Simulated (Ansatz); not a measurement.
`[OH][Ga]([SH])[SiH2]F` → `[OH][Ga]([F])[SH]` + `[SiH2]`  (silylene formation by 1,1-elimination)

Computed with Ansatz on PBE0-D4/def2-TZVP structures; ΔE is electronic, products minus reactants. CCSD(T)/CBS is the MP2 limit (def2-TZVPP, def2-QZVPP) plus CCSD(T) − MP2 in def2-TZVPP, frozen cores. This one scheme is used for every species. DFT in def2-TZVPP. B3LYP here is the variant with VWN-RPA as its local correlation; programs differ in this. For Ga outer-core shells are correlated without core-valence functions, which leaves a few kJ/mol of doubt a bond. Scalar relativity is left out up to krypton. Each species was taken in one conformer, which may not be the lowest.

```json
{"level": "PBE-D4", "ΔE (kJ/mol)": "298.4", "difference from CCSD(T)/CBS": "6.7"}
{"level": "r2SCAN-D4", "ΔE (kJ/mol)": "309.7", "difference from CCSD(T)/CBS": "18.0"}
{"level": "PBE0-D4", "ΔE (kJ/mol)": "304.4", "difference from CCSD(T)/CBS": "12.7"}
{"level": "B3LYP-D4", "ΔE (kJ/mol)": "289.6", "difference from CCSD(T)/CBS": "-2.1"}
{"level": "ωB97X-V", "ΔE (kJ/mol)": "295.1", "difference from CCSD(T)/CBS": "3.4"}
{"level": "ωB97M-V", "ΔE (kJ/mol)": "283.2", "difference from CCSD(T)/CBS": "-8.5"}
{"level": "B2PLYP", "ΔE (kJ/mol)": "283.2", "difference from CCSD(T)/CBS": "-8.5"}
{"level": "PBE", "ΔE (kJ/mol)": "291.0", "difference from CCSD(T)/CBS": "-0.7"}
{"level": "r2SCAN", "ΔE (kJ/mol)": "307.7", "difference from CCSD(T)/CBS": "16.0"}
{"level": "PBE0", "ΔE (kJ/mol)": "297.7", "difference from CCSD(T)/CBS": "6.0"}
{"level": "B3LYP", "ΔE (kJ/mol)": "277.6", "difference from CCSD(T)/CBS": "-14.1"}
{"level": "HF/def2-TZVPP", "ΔE (kJ/mol)": "264.6", "difference from CCSD(T)/CBS": "-27.1"}
{"level": "MP2/def2-TZVPP", "ΔE (kJ/mol)": "293.8", "difference from CCSD(T)/CBS": "2.1"}
{"level": "SCS-MP2/def2-TZVPP", "ΔE (kJ/mol)": "282.0", "difference from CCSD(T)/CBS": "-9.7"}
{"level": "CCSD/def2-TZVPP", "ΔE (kJ/mol)": "273.9", "difference from CCSD(T)/CBS": "-17.8"}
{"level": "CCSD(T)/def2-TZVPP", "ΔE (kJ/mol)": "277.7", "difference from CCSD(T)/CBS": "-14.0"}
{"level": "HF/def2-QZVPP", "ΔE (kJ/mol)": "265.3", "difference from CCSD(T)/CBS": "-26.4"}
{"level": "MP2/def2-QZVPP", "ΔE (kJ/mol)": "302.1", "difference from CCSD(T)/CBS": "10.4"}
{"level": "SCS-MP2/def2-QZVPP", "ΔE (kJ/mol)": "289.6", "difference from CCSD(T)/CBS": "-2.1"}
{"level": "HF/CBS(def2)", "ΔE (kJ/mol)": "265.4", "difference from CCSD(T)/CBS": "-26.3"}
{"level": "MP2/CBS(def2)", "ΔE (kJ/mol)": "307.8", "difference from CCSD(T)/CBS": "16.1"}
{"level": "CCSD/CBS(def2)", "ΔE (kJ/mol)": "287.9", "difference from CCSD(T)/CBS": "-3.8"}
{"level": "CCSD(T)/CBS", "ΔE (kJ/mol)": "291.7", "difference from CCSD(T)/CBS": "0"}
```

Largest T1 diagnostic among the species: 0.014.

In def2-TZVPP, CCSD(T) changes the Hartree–Fock value by +13.2 kJ/mol (the triples alone add +3.8 kJ/mol) and MP2 by +29.2 kJ/mol. From PBE to PBE0 (25 % exact exchange), in def2-TZVPP and without D4, ΔE moves by +6.7 kJ/mol.
